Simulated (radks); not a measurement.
Values are calculated unless marked as measured or tabulated.
The bismuth ion Bi+, configuration [Hg] 6p2.

Code: a radial shooting solver on a logarithmic mesh with Libxc functionals. Model: scalar-relativistic Kohn-Sham, Slater X-alpha with alpha = 0.982, spin-polarised, spherical densities, finite nucleus; open shells are filled with parallel spins first (spin-orbit coupling, left out, can overturn this in heavy ions); Fermi nuclear charge, rms radius 5.5211 fm.

Energy parts (eV):
total: -590016.83
kinetic: 668697.99
electron-nucleus: -1470334.92
Hartree: 226742.96
exchange: -15122.87

Orbitals (lengths in bohr, moments of r in powers of bohr; r(max) is where P^2 peaks):
\begin{tabular}{lrrr}
orbital & occ. & eigenvalue (eV) & r(max) \\ \hline
1s up & 1 & -90974.55 & 0.009653 \\
1s down & 1 & -90974.50 & 0.009653 \\
2s up & 1 & -16421.01 & 0.05609 \\
2s down & 1 & -16421.00 & 0.05609 \\
2p up & 3 & -14076.79 & 0.04677 \\
2p down & 3 & -14076.76 & 0.04677 \\
3s up & 1 & -3991.092 & 0.1580 \\
3s down & 1 & -3991.068 & 0.1580 \\
3p up & 3 & -3319.483 & 0.1582 \\
3p down & 3 & -3319.457 & 0.1582 \\
3d up & 5 & -2643.333 & 0.1287 \\
3d down & 5 & -2643.311 & 0.1287 \\
4s up & 1 & -933.3444 & 0.3542 \\
4s down & 1 & -933.3061 & 0.3542 \\
4p up & 3 & -712.1512 & 0.3737 \\
4p down & 3 & -712.1081 & 0.3737 \\
4d up & 5 & -458.4891 & 0.3784 \\
4d down & 5 & -458.4418 & 0.3784 \\
4f up & 7 & -178.1471 & 0.3377 \\
4f down & 7 & -178.0957 & 0.3377 \\
5s up & 1 & -175.1265 & 0.7630 \\
5s down & 1 & -175.0277 & 0.7631 \\
5p up & 3 & -112.0913 & 0.8494 \\
5p down & 3 & -111.9563 & 0.8495 \\
5d up & 5 & -41.4051 & 1.012 \\
5d down & 5 & -40.9165 & 1.010 \\
6s up & 1 & -26.1640 & 1.818 \\
6s down & 1 & -23.7419 & 1.782 \\
6p up & 2 & -14.6679 & 2.271 \\
6p down & 0 & -11.6016 & 2.214 \\
\end{tabular}

The highest occupied level is 6p up at -14.668 eV. Spin moment in Bohr magnetons: 2. The electron density at the nucleus is 3.217e+06 e/bohr^3 (large components only). The density falls to 0.001 e/bohr^3 at r = 4.16 bohr. The spin density at the nucleus is -31.99 e/bohr^3 (1s -1.00, 2s 0.34, 3s 0.21, 4s -0.16, 5s -0.11, 6s -31.26).
